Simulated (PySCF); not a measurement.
**Exercise with solution: chemical shift, span and skew from a shielding tensor**

VOF₂, SMILES [O]=[V+]([F])[F], charge +1, multiplicity 1. Atoms are numbered in the order given.

```xyz
4

V     -0.2763    -0.0418     0.0000
O      0.2733    -1.4589     0.0000
F      0.2315     0.7018     1.4024
F      0.2315     0.7018    -1.4024
```
Charge +1, spin multiplicity 1.

Geometry optimised at B3LYP-D3(BJ)/def2-SVP. The multiplicity is an assumed one; other spin states were not compared. The isomer is the one that the SMILES or the coordinates give; other isomers of the formula were not compared.

GIAO shieldings from PBE/pcSseg-2 in PySCF, non-relativistic, no solvent. The symmetric part of the tensor of F3 has the principal values -1375.7, -213.1, -88.6 ppm. The same nucleus in CFCl3 has σ = 132.0 ppm at this level (PySCF, at its B3LYP-D3(BJ)/def2-TZVP geometry).

Q: Work out the isotropic shielding, the ¹⁹F shift against CFCl3, the span and the skew.

A: 
σ(iso) = (σ11 + σ22 + σ33)/3 = -559.1 ppm. δ = σ(ref) − σ(iso) = 132.0 − (-559.1) = 691.1 ppm.
Span Ω = σ33 − σ11 = 1287.1 ppm. Skew κ = 3(σ(iso) − σ22)/Ω = -0.81. Tumbling in solution averages the tensor to δ; in a static solid the shielding alone would spread this spin-1/2 line over Ω.
